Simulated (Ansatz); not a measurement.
Geometry optimisation, Ansatz 0.2.0, RHF/def2-SVP.

The input (input.yaml):

```yaml
crystal:
  periodic: [false, false, false]
  atoms:
    - { symbol: Si, position_ang: [-0.9827, 0.094058, 0.613315] }
    - { symbol: H, position_ang: [1.555479, -0.03449, 1.434243] }
    - { symbol: O, position_ang: [1.887617, -0.03677, 0.523817] }
    - { symbol: H, position_ang: [2.184908, -0.922941, 0.367712] }
    - { symbol: O, position_ang: [-1.177499, 1.337668, -0.442563] }
    - { symbol: H, position_ang: [-1.205872, 1.147618, -1.371076] }
    - { symbol: O, position_ang: [-1.015643, -1.177322, -0.46665] }
    - { symbol: H, position_ang: [-1.01659, -2.056321, -0.119499] }
basis:
  gaussian: { orbitals: def2-SVP }
hamiltonian:
  xc: hf
relax:
  f_tol: 0.03
  max_steps: 50
output:
  orbitals: {}
```

Launched with:

```bash
$ ansatz run input.yaml --threads 1 --pin off --max-ram 2048MiB --backend cpu --events-out ev --progress --plain --runs-dir out
```

Where does it end, and by what steps?

It converged. After 15 steps the energy has fallen by 0.144 eV; H4 moved furthest, 0.57 Å.

| step | energy less start (eV) | largest force component (eV/Å) | accepted |
| --- | --- | --- | --- |
| 0 | 0.0000 | 1.205 | yes |
| 1 | -0.0336 | 2.007 | yes |
| 2 | -0.0564 | 1.496 | yes |
| 3 | 0.0480 | 3.322 | no |
| 4 | -0.0866 | 0.374 | yes |
| 5 | -0.0983 | 0.273 | yes |
| 6 | -0.0835 | 1.757 | no |
| 7 | -0.1113 | 0.553 | yes |
| 8 | -0.1207 | 0.416 | yes |
| 9 | -0.1275 | 0.485 | yes |
| 10 | -0.1169 | 0.974 | no |
| 11 | -0.1388 | 0.217 | yes |
| 12 | -0.1421 | 0.129 | yes |
| 13 | -0.1430 | 0.062 | yes |
| 14 | -0.1435 | 0.043 | yes |
| 15 | -0.1436 | 0.027 | yes |

```xyz
8
Properties=species:S:1:pos:R:3
Si -1.126 0.029 0.640
H 2.002 0.002 1.423
O 1.446 0.006 0.657
H 1.710 -0.724 0.115
O -1.080 1.283 -0.429
H -0.819 1.101 -1.321
O -0.881 -1.237 -0.440
H -1.022 -2.109 -0.106
```

Whether the end is a true minimum wasn't checked by a vibrational analysis.

The run took 18 s on 1 thread of Arm Neoverse V1, on a shared host, peak memory 0.14 GiB.
